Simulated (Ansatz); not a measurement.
Reaction (redistribution): `CN(C)[Si]F` + `[SH][AlH][Br]` → `F[SiH]` + `C[N](C)[Al]([SH])[Br]`

Calculated with Ansatz (gas phase, PBE0-D4/def2-TZVP geometries, no zero-point term in ΔE). CCSD(T)/CBS adds triple-zeta CCSD(T) − MP2 to the extrapolated MP2 energy (def2 sets, frozen cores). This one scheme is used for every species. Functionals use def2-TZVPP. B3LYP here is the variant with VWN-RPA as its local correlation; programs differ in this. For Br outer-core shells are correlated without core-valence functions, which leaves a few kJ/mol of doubt a bond. Scalar relativity is left out up to krypton. One conformer a species, not always the lowest.

```json
{"level": "B3LYP-D4", "ΔE (kcal/mol)": "15.2", "difference from CCSD(T)/CBS": "0.8"}
{"level": "ωB97X-V", "ΔE (kcal/mol)": "15.1", "difference from CCSD(T)/CBS": "0.7"}
{"level": "B3LYP", "ΔE (kcal/mol)": "16.1", "difference from CCSD(T)/CBS": "1.7"}
{"level": "MP2/def2-TZVPP", "ΔE (kcal/mol)": "14.5", "difference from CCSD(T)/CBS": "0.1"}
{"level": "CCSD/def2-TZVPP", "ΔE (kcal/mol)": "13.3", "difference from CCSD(T)/CBS": "-1.1"}
{"level": "CCSD(T)/def2-TZVPP", "ΔE (kcal/mol)": "13.8", "difference from CCSD(T)/CBS": "-0.6"}
{"level": "HF/def2-QZVPP", "ΔE (kcal/mol)": "14.0", "difference from CCSD(T)/CBS": "-0.4"}
{"level": "MP2/def2-QZVPP", "ΔE (kcal/mol)": "14.9", "difference from CCSD(T)/CBS": "0.5"}
{"level": "SCS-MP2/def2-QZVPP", "ΔE (kcal/mol)": "14.3", "difference from CCSD(T)/CBS": "-0.1"}
{"level": "HF/CBS(def2)", "ΔE (kcal/mol)": "14.0", "difference from CCSD(T)/CBS": "-0.4"}
{"level": "CCSD(T)/CBS", "ΔE (kcal/mol)": "14.4", "difference from CCSD(T)/CBS": "0"}
```

Largest T1 diagnostic among the species: 0.015.

The D4 term adds −0.9 kcal/mol with B3LYP and −0.7 kcal/mol with PBE0; it sums over pairs of atoms, weighted by their polarisabilities, and B3LYP, whose exchange is more repulsive, gets the larger term.
